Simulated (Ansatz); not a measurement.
```yaml
crystal:
  periodic: [false, false, false]
  atoms:
    - {symbol: S, position_ang: [-1.055422, 0.125788, 1.522911]}
    - {symbol: C, position_ang: [0.300779, 0.144841, 0.394313]}
    - {symbol: O, position_ang: [0.476445, -1.068282, -0.470327]}
    - {symbol: Al, position_ang: [0.009731, 0.219711, -1.460221]}
    - {symbol: Cl, position_ang: [-0.397615, 0.728541, -3.414524]}
    - {symbol: H, position_ang: [-0.510951, -0.626020, 2.502187]}
    - {symbol: H, position_ang: [1.238333, 0.407422, 0.879860]}
basis:
  gaussian: {orbitals: aug-cc-pVDZ}
magnetization: {spin_polarized: true, initial_magnetization: 0}
hamiltonian: {xc: {name: r2SCAN}, dispersion: d3bj}
accuracy: high
output: {forces: true}
```

```sh
$ ansatz run in.yaml --threads 2 --pin off --events-out ev --progress --plain --max-ram 4352MiB
```

It prints (some lines left out):

```
Warning: the engine holds no damping parameters fitted to this dispersion correction and functional, so the run takes those fitted to r2scan beside the three-body term, which d3bj leaves out (hamiltonian.dispersion, under Limitations)
Functional definition: r2SCAN
2847 factors; integrals over basis functions are off by at most 4.0e-9 eV
mean field evaluation 1: about -33057.2558 eV, gradient 5.1e1 eV
mean field evaluation 2: about -32903.0693 eV, gradient 1.6e2 eV
mean field evaluation 4: about -33066.7636 eV, gradient 2.6e1 eV
mean field evaluation 8: about -33069.3801 eV, gradient 4.7e-1 eV
mean field evaluation 16: about -33069.3784 eV, gradient 1.3e-4 eV
mean field -33069.37841519 eV, -1215.2772415285 hartree, gradient 9.0e-8 eV, S^2 0.000000; 0 other end points of the search recorded, 0 dependent functions left out
reference -33069.37842978 eV, -1215.2772420646 hartree; 31, 31 occupied and 114, 114 virtual orbitals, 2847 factors
Total energy: -33069.42607915 eV, -1215.2789931468 hartree
Atom 0 at    -1.055422     0.125788     1.522911 Å, force    -0.595835     0.170859     0.088193 eV/Å
Atom 1 at     0.300779     0.144841     0.394313 Å, force     0.159112     0.368940     0.070462 eV/Å
Atom 2 at     0.476445    -1.068282    -0.470327 Å, force     0.315616    -1.133135     0.288027 eV/Å
Atom 3 at     0.009731     0.219711    -1.460221 Å, force    -0.190178     0.637401    -0.286722 eV/Å
Atom 4 at    -0.397615     0.728541    -3.414524 Å, force    -0.120455     0.125859    -0.593848 eV/Å
Atom 5 at    -0.510951    -0.626020     2.502187 Å, force     0.159048    -0.203754     0.287078 eV/Å
Atom 6 at     1.238333     0.407422     0.879860 Å, force     0.272693     0.033829     0.146810 eV/Å
Dipole moment:     0.149910     0.252452    -0.191173 e Å
```

Hardware: 2 threads of an Arm Neoverse V1 on a shared host. Wall time 42 s, peak host memory 0.85 GiB.
